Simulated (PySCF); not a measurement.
`Cl[Si@@H]1C[Si@H](Cl)[SiH2][SiH2]O1`, CH8Cl2OSi4

Geometry (Å), atoms numbered from 1 in this order:
```xyz
16

Cl   -0.6537    2.3322    1.9108
Si   -0.7427    1.7803   -0.0203
C    -1.7565    0.1836   -0.2111
Si   -1.0022   -1.4174    0.5319
Cl   -1.2366   -1.3218    2.5506
Si    1.2586   -1.5611   -0.0474
Si    2.0811    0.5375   -0.6027
O     0.7614    1.5150   -0.5481
H    -1.2072    2.8951   -0.8308
H    -2.7477    0.3453    0.2129
H    -1.9109    0.0131   -1.2768
H    -1.8936   -2.5097    0.1043
H     2.0464   -2.1765    1.0345
H     1.4063   -2.5138   -1.1641
H     2.5513    0.7498   -1.9745
H     3.0383    1.1573    0.3193
```

Computed, not measured: PySCF 2.14.0, TDDFT CAM-B3LYP/def2-SVPD circular dichroism and optical rotation, one conformer, gas phase. Geometry: GFN2-xTB.

Task: Assign R or S to each stereocentre.

Result: Si2 R, Si4 S.

Task: List the lowest 8 singlet excitations with oscillator and rotatory strengths.

Result: Rotatory strengths R in 10⁻⁴⁰ esu² cm², velocity form and length form (origin at the centre of mass); f in length form.
| state | E (eV) | λ (nm) | f | R (velocity) | R (length) | main |
| --- | --- | --- | --- | --- | --- | --- |
| 1 | 5.98 | 207 | 0.091 | -42.9 | -41.3 | HOMO→LUMO 0.77, HOMO→LUMO+1 0.10 |
| 2 | 6.05 | 205 | 0.029 | -6.7 | -6.8 | HOMO→LUMO+1 0.77, HOMO→LUMO 0.10 |
| 3 | 6.62 | 187 | 0.013 | -12.0 | -12.3 | HOMO−1→LUMO+1 0.47, HOMO−1→LUMO 0.33 |
| 4 | 6.67 | 186 | 0.046 | +27.5 | +27.9 | HOMO−1→LUMO 0.41, HOMO−1→LUMO+1 0.35 |
| 5 | 6.94 | 179 | 0.002 | +10.1 | +9.4 | HOMO−3→LUMO 0.84 |
| 6 | 7.05 | 176 | 0.009 | -4.7 | -4.4 | HOMO→LUMO+2 0.40, HOMO−2→LUMO 0.17 |
| 7 | 7.13 | 174 | 0.015 | +20.3 | +20.3 | HOMO−2→LUMO+1 0.54, HOMO−2→LUMO 0.19 |
| 8 | 7.28 | 170 | 0.033 | +1.3 | +1.0 | HOMO→LUMO+2 0.41, HOMO−2→LUMO 0.30 |

Among the states computed, the strongest CD band (largest |R|) is state 1. The largest dissymmetry factor in size, g = 4R/(D+G), with D and G the electric and magnetic dipole strengths, is +0.035 for state 5 (velocity form, f = 0.003), among bands with |R| over 0.5. The mirror image has the same energies and oscillator strengths and all R with the opposite sign.
